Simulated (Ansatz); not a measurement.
`[O]=[Mo]([OH])([F])([F])[F]`, charge 0, multiplicity 1.

Problem. Give a relaxed structure at PBE0-D4/def2-TZVP (the Gaussian-basis code of Ansatz). (An estimate is asked.)

Solution. Ansatz gave: 
```xyz
7

O    -1.011   -0.919    1.067
Mo    0.054    0.091    0.328
O    -0.018   -0.191   -1.496
F    -0.981    1.606    0.100
F     0.940    1.143    1.560
F     1.607   -0.911    0.387
H    -0.591   -0.819   -1.946
```
Point group Cs.
